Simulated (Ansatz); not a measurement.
**Two structures, one formula**

The two ends of one reaction step of AlH2BrF2, singlet (PBE0-D4/def2-TZVP).

A:

```tsv
atom	x (Å)	y (Å)	z (Å)
Al1	-0.3219	-0.0263	0.5740
H2	0.6464	0.6790	-1.2583
F3	0.3451	1.3680	1.1149
F4	-1.8328	0.0156	-0.0517
H5	0.5460	-0.0499	-1.4377
Br6	0.6173	-1.9866	1.0588
```

B:

```
6
angstrom
Al -0.3342 0.7824 0.0136
H 0.1792 1.6641 -1.1729
F -0.1012 1.2780 1.5687
F -1.5353 -0.3318 -0.2438
H 0.3276 -2.1126 -0.1983
Br 1.4640 -1.2802 0.0328
```

Program: Ansatz 0.2.0. Basis: def2-TZVPP. Cores are frozen in the correlated methods. Filled d shells of the heavier atoms are correlated. The def2 sets are not built for correlating such inner shells, so the correlated values are less sure here. B3LYP uses VWN-RPA correlation.

Task: Which structure is lower at CCSD(T), and by how much? (To be estimated.)

Result: By the calculation: A, by 106.1 kJ/mol (electronic energy, against the other). By their contacts, A is a complex of AlBrF₂ ([F][Al]([F])[Br]) + H₂ and B is AlH₂BrF₂ ([F][AlH]([F])[BrH]).

All methods give the same order:

```
      method  E(B) − E(A) (kJ/mol)
       SPW92                  96.0
      PBE-D4                 102.9
     BLYP-D4                 102.2
   r2SCAN-D4                 112.7
      B97M-V                  96.2
     PBE0-D4                 106.4
    B3LYP-D4                 104.8
  r2SCAN0-D4                 113.5
    BHLYP-D4                 108.2
CAM-B3LYP-D4                 102.4
     wB97X-V                 104.6
     wB97M-V                 105.6
      B2PLYP                 108.3
    PBE-QIDH                 111.6
  RPA on PBE                  97.4
          HF                 111.7
         MP2                 114.2
        CCSD                 105.4
     CCSD(T)                 106.1
```

No T1 diagnostic of these runs exceeds 0.010.

Labels in which every atom is bracketed show which atoms are joined, not bond orders.

For scale, one of the runs: CCSD(T)/def2-TZVPP, 180 basis functions (an equivalent command: `ansatz run in.yaml --threads 4`). Hardware: 4 CPU threads, shared host. Wall time 46 s; peak host memory 1.8 GiB.
